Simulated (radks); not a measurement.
Charge is removed step by step from the 3d down level of the copper ion Cu+, starting from [Ar] 3d(up 5, down 5). All-electron calculation, non-relativistic Kohn-Sham, TPSS, spin-polarised, spherical densities, point nucleus; meta-GGA in the generalised Kohn-Sham scheme. Program: a radial shooting solver on a logarithmic mesh with Libxc functionals.

[
 {"removed (e)": "0", "E - E(0) (eV)": "0.000", "eigenvalue (eV)": "-13.550", "E minus straight line (eV)": "0.000"},
 {"removed (e)": "0.125", "E - E(0) (eV)": "1.802", "eigenvalue (eV)": "-15.291", "E minus straight line (eV)": "-0.826"},
 {"removed (e)": "0.25", "E - E(0) (eV)": "3.825", "eigenvalue (eV)": "-17.094", "E minus straight line (eV)": "-1.431"},
 {"removed (e)": "0.375", "E - E(0) (eV)": "6.078", "eigenvalue (eV)": "-18.957", "E minus straight line (eV)": "-1.806"},
 {"removed (e)": "0.5", "E - E(0) (eV)": "8.567", "eigenvalue (eV)": "-20.877", "E minus straight line (eV)": "-1.945"},
 {"removed (e)": "0.625", "E - E(0) (eV)": "11.299", "eigenvalue (eV)": "-22.852", "E minus straight line (eV)": "-1.841"},
 {"removed (e)": "0.75", "E - E(0) (eV)": "14.282", "eigenvalue (eV)": "-24.881", "E minus straight line (eV)": "-1.486"},
 {"removed (e)": "0.875", "E - E(0) (eV)": "17.522", "eigenvalue (eV)": "-26.961", "E minus straight line (eV)": "-0.875"},
 {"removed (e)": "1", "E - E(0) (eV)": "21.024", "eigenvalue (eV)": "-29.091", "E minus straight line (eV)": "0.000"}
]

Removing the whole electron costs 21.024 eV by Delta-SCF, against 13.550 eV from minus the eigenvalue at the starting occupation. Slater's transition state (half an electron removed) gives 20.877 eV. Integrating minus the eigenvalue over the occupation (Janak's theorem) gives 21.024 eV. The mean slope of the eigenvalue, de/dn, is 15.5 eV per electron. Ionisation energy of Cu+ in the NIST Atomic Spectra Database: 20.292 eV (measured).
